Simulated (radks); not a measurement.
The numbers below are computed, except where a source is named.
Isoelectronic series with 2 electrons, each ion in its NIST ground configuration. Code: a radial shooting solver on a logarithmic mesh with Libxc functionals. Model: scalar-relativistic Kohn-Sham, PBE, spin-polarised, spherical densities, finite nucleus; Fermi nuclear charge, rms radius of each element as measured or else 0.836 A^(1/3) + 0.57 fm. Total energies (hartree) and orbital eigenvalues (hartree) (* marks an orbital that is empty in some or all of the ions):

ion    configuration  E (hartree)        2s*         1s
Sr36+           [He]  -1448.12953  -171.3520  -703.1227
Nb39+           [He]  -1693.55030  -201.4520  -824.0492
Ru42+           [He]  -1959.65569  -234.2093  -955.2896
Ag45+           [He]  -2246.91653  -269.6966  -1097.076
Sn48+           [He]  -2555.84837  -307.9945  -1249.664
I51+            [He]  -2887.02977  -349.1930  -1413.338
Ba54+           [He]   -3241.1018  -393.3926  -1588.416
Pr57+           [He]   -3618.7798  -440.7051  -1775.250
Sm60+           [He]   -4020.8237  -491.2530  -1974.215
Tb63+           [He]   -4448.1794  -545.1801  -2185.780
Er66+           [He]   -4901.7176  -602.6336  -2410.375
Lu69+           [He]   -5382.5969  -663.7924  -2648.570
W72+            [He]   -5892.0888  -728.8558  -2900.996
Ir75+           [He]   -6431.4793  -798.0371  -3168.286
Hg78+           [He]   -7002.2927  -871.5835  -3451.193
Bi81+           [He]   -7606.2723  -949.7769  -3750.577
